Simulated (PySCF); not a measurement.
C5H5ClO.
Atom-mapped SMILES: `[CH3:1][c:2]1[o:3][cH:4][cH:5][c:6]1[Cl:7]`

Structure used (GFN2-xTB), in Å, numbered top down from 1:
```xyz
12
C5H5ClO angstrom
C     -1.875   -0.342    0.080
C     -0.403   -0.160    0.016
O      0.405   -1.239    0.057
C      1.677   -0.808   -0.007
C      1.725    0.547   -0.091
C      0.369    0.966   -0.075
Cl    -0.201    2.579   -0.156
H     -2.155   -1.265   -0.422
H     -2.212   -0.399    1.115
H     -2.368    0.499   -0.399
H      2.448   -1.551    0.012
H      2.590    1.173   -0.157
```

Probes without a nucleus sit at each ring's centroid and 1 Å off its mean plane on both sides; NICS is minus the shielding there, NICSzz its component along the normal. Level: GIAO PBE0/pcSseg-1 (PySCF, non-relativistic, gas phase) on the GFN2-xTB geometry, one conformer.

Ring bond lengths (Å), with Mayer bond orders in brackets: C2–O3 1.349 (1.04), O3–C4 1.345 (1.09), C4–C5 1.358 (1.60), C5–C6 1.419 (1.22), C6–C2 1.369 (1.48).

**Question.** Give the NICS values of each ring in ppm.

**Answer.** 
```csv
ring,type,NICS(0),"NICS(1), two faces","NICS(1)zz, two faces",rms pucker (Å),"centre to ring atoms, mean (Å)"
C2–O3–C4–C5–C6,5-membered ring with O; formal bonds all aromatic,-12.0,-9.8 / -9.8,-23.8 / -23.9,0.00,1.16
```

**Question.** What do they say, and how far can they be read as aromaticity?

**Answer.** 
- C2–O3–C4–C5–C6: mean NICS(1)zz -23.8 ppm, shielded. The ring is flat and has no four-coordinate atom; by the NICS criterion it is aromatic.

**Question.** How equal are the bonds by HOMA? Use HOMA with the parameters of Krygowski (1993).

**Answer.** 
- C2–O3–C4–C5–C6: HOMA 0.47; the largest term is that of C2–O3, α(R − Ropt)² = 1.10.

**Question.** How shielded are the nuclei of the rings and their hydrogens (means over atoms taken as equivalent)?

**Answer.** 
```
atoms                        environment  σ isotropic (ppm)  principal values of the symmetric part, first atom (ppm)
   C2        substituted aromatic carbon               33.2                                         -40.4, 40.8, 99.2
   O3                  furan-type oxygen               33.1                                       -99.2, -44.6, 243.0
   C4  aromatic CH next to a ring oxygen               42.9                                        -33.3, 50.7, 111.3
   C5                 aromatic CH carbon               67.2                                        -15.2, 68.6, 148.3
   C6               aromatic C–Cl carbon               62.0                                        -10.9, 80.9, 115.8
  H11                  aromatic hydrogen              24.39                                          21.5, 25.2, 26.5
  H12                  aromatic hydrogen              25.16                                          22.8, 25.2, 27.5
```

Hardware: Arm Neoverse N1, one thread, no GPU, shared host. Cost: 26 s of wall time. This is the whole shielding run at PBE0/pcSseg-1, SCF included.
